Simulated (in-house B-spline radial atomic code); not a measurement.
A calculation on neutral silicon: its settings, and results tabulated from the run. All numbers are computed (Dirac-Kohn-Sham LDA VWN5, spherical fractional occupations; Fermi nucleus of rms radius 3.1224 fm, inside a hard spherical wall at 6.11 bohr) with a B-spline radial code for spherical atoms, not measured.

Command:
```bash
python run_scf.py task.json out
```
Settings (nuclear radius in fm, mass in u):
```
Z                14
configuration    [Ne] 3s2 3p1 3d1
hamiltonian      dirac
method           lda,vwn
spin_polarised   False
nucleus          fermi
rms_radius       3.1224
atomic_mass      27.97693
speed_of_light   137.035999084
wall_radius      6.11
```

Output (hartree, bohr):
```
 radial grid: 65 intervals, B-splines of order 8, outer radius 6.11 bohr

 iter        energy (Eh)    residual
    1        -287.970459    1.79e-01
    2        -288.323877    8.08e-02
    3        -288.491410    1.38e-02
    4        -288.497915    2.32e-03
    5        -288.498099    1.62e-03
    6        -288.498190    1.31e-04
    7        -288.498191    2.45e-05
    8        -288.498191    2.78e-07
    9        -288.498191    3.44e-09

 total energy                      -288.49819
 kinetic                             289.4406
 electron-nucleus                   -689.9724
 Hartree                             131.6077
 exchange-correlation                -19.5741

 first-order corrections (not in the total)
   Gaunt                             0.0585
   retardation                      -0.0040
   frequency dependence             -0.0000
   self-energy                       0.0379
   Uehling                          -0.0023
   Wichmann-Kroll                    0.0000

 orbital      occ     eigenvalue          <r>       <r^2>       <1/r>     <1/r^2>       r_max    small
 1s1/2      2.000       -65.4010     0.111643   0.0167838     13.5949     375.741     0.07284  2.44e-03
 2s1/2      2.000        -5.1332     0.570159    0.388863     2.57433     27.8767      0.4557  3.47e-04
 2p1/2      2.000        -3.5650     0.536531    0.363814     2.47036     8.71212      0.3857  3.27e-04
 2p3/2      4.000        -3.5412     0.538771    0.366705      2.4572     8.57386      0.3873  3.25e-04
 3s1/2      2.000        -0.4098      2.11245     5.15762    0.644724     2.54158        1.76  4.49e-05
 3p1/2      0.333        -0.1523       2.5051      7.2275    0.527712    0.647787       2.088  3.22e-05
 3p3/2      0.667        -0.1509      2.51078     7.25764    0.526146    0.639762       2.095  3.21e-05
 3d3/2      0.400         0.1556      3.20365     11.3526    0.359625    0.159211       3.193  1.65e-05
 3d5/2      0.600         0.1556      3.20391     11.3541    0.359574     0.15914       3.193  1.65e-05
```

Run time, properties included: 0.78 s on 1 thread of Arm Neoverse V1, with other jobs on the host.

For the Dirac Hamiltonian the kinetic term is c α·p + (β - 1)c².
